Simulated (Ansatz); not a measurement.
Reaction (redistribution): `C=C[O][AlH][SnH3]` + `FC[SiH2]F` → `FC[SiH2][SnH3]` + `C=C[O][AlH][F]`

Calculated with Ansatz (gas phase, PBE0-D4/def2-TZVP geometries, no zero-point term in ΔE). CBS: MP2 limit from def2 TZ/QZ plus the TZ coupled-cluster correction, frozen cores. Functionals use def2-TZVPP. B3LYP here is the variant with VWN-RPA as its local correlation; programs differ in this. Elements past krypton have def2 core potentials. For Sn outer-core shells are correlated without core-valence functions, which leaves a few kJ/mol of doubt a bond. Each species was taken in one conformer, which may not be the lowest.

`C=C[O][AlH][SnH3]`:

Z-matrix (Å, degrees):
```
Sn
Al 1 2.644
H 1 1.710 2 111.5
H 1 1.709 2 112.2 3 119.7
H 1 1.711 2 112.4 3 -119.6
O 2 1.704 1 113.1 3 -69.6
H 2 1.584 1 128.3 3 109.2
C 6 1.344 2 135.6 1 -173.6
C 8 1.327 6 125.8 2 41.9
H 8 1.088 6 113.1 2 -139.5
H 9 1.081 8 119.7 6 179.2
H 9 1.084 8 122.1 6 -0.4
```

`FC[SiH2]F`:

Cartesian coordinates in Å:
```
F 0.873 -0.494 -1.663
C 0.065 -0.785 -0.572
Si -0.128 0.709 0.555
F 1.259 1.016 1.289
H 0.502 -1.634 -0.035
H -0.918 -1.102 -0.943
H -1.140 0.383 1.592
H -0.513 1.908 -0.223
```

`FC[SiH2][SnH3]`:

```xyz
11

F     0.951   -0.387    2.012
C     0.263    0.754    1.612
Si    0.279    0.899   -0.284
Sn   -0.475   -1.319   -1.320
H     0.737    1.619    2.086
H    -0.763    0.683    1.989
H     1.645    1.258   -0.750
H    -0.651    2.003   -0.653
H    -1.921   -1.848   -0.580
H     0.709   -2.530   -1.121
H    -0.774   -1.132   -2.991
```

`C=C[O][AlH][F]`:

```xyz
9

C    -0.573   -1.811    0.459
C    -0.424   -0.495    0.469
O     0.344    0.168   -0.416
Al    0.785    1.760   -0.740
F     1.797    1.992   -2.010
H    -0.073   -2.429   -0.277
H    -1.205   -2.284    1.198
H    -0.930    0.123    1.212
H     0.280    2.977    0.104
```

```json
{"level": "r2SCAN-D4", "ΔE (kJ/mol)": "-39.4", "difference from CCSD(T)/CBS": "-1.4"}
{"level": "PBE0-D4", "ΔE (kJ/mol)": "-38.2", "difference from CCSD(T)/CBS": "-0.2"}
{"level": "ωB97X-V", "ΔE (kJ/mol)": "-37.2", "difference from CCSD(T)/CBS": "0.8"}
{"level": "B2PLYP", "ΔE (kJ/mol)": "-37.5", "difference from CCSD(T)/CBS": "0.5"}
{"level": "r2SCAN", "ΔE (kJ/mol)": "-39.1", "difference from CCSD(T)/CBS": "-1.1"}
{"level": "PBE0", "ΔE (kJ/mol)": "-37.0", "difference from CCSD(T)/CBS": "1.0"}
{"level": "B3LYP", "ΔE (kJ/mol)": "-36.3", "difference from CCSD(T)/CBS": "1.7"}
{"level": "HF/def2-TZVPP", "ΔE (kJ/mol)": "-26.9", "difference from CCSD(T)/CBS": "11.1"}
{"level": "SCS-MP2/def2-TZVPP", "ΔE (kJ/mol)": "-37.7", "difference from CCSD(T)/CBS": "0.3"}
{"level": "CCSD/def2-TZVPP", "ΔE (kJ/mol)": "-37.2", "difference from CCSD(T)/CBS": "0.8"}
{"level": "CCSD(T)/def2-TZVPP", "ΔE (kJ/mol)": "-38.3", "difference from CCSD(T)/CBS": "-0.3"}
{"level": "HF/def2-QZVPP", "ΔE (kJ/mol)": "-27.3", "difference from CCSD(T)/CBS": "10.7"}
{"level": "MP2/def2-QZVPP", "ΔE (kJ/mol)": "-40.6", "difference from CCSD(T)/CBS": "-2.6"}
{"level": "SCS-MP2/def2-QZVPP", "ΔE (kJ/mol)": "-37.8", "difference from CCSD(T)/CBS": "0.2"}
{"level": "HF/CBS(def2)", "ΔE (kJ/mol)": "-27.4", "difference from CCSD(T)/CBS": "10.6"}
{"level": "CCSD/CBS(def2)", "ΔE (kJ/mol)": "-36.9", "difference from CCSD(T)/CBS": "1.1"}
{"level": "CCSD(T)/CBS", "ΔE (kJ/mol)": "-38.0", "difference from CCSD(T)/CBS": "0"}
```

Largest T1 diagnostic among the species: 0.014.

In def2-TZVPP, CCSD(T) changes the Hartree–Fock value by −11.4 kJ/mol (the triples alone add −1.0 kJ/mol) and MP2 by −13.8 kJ/mol.
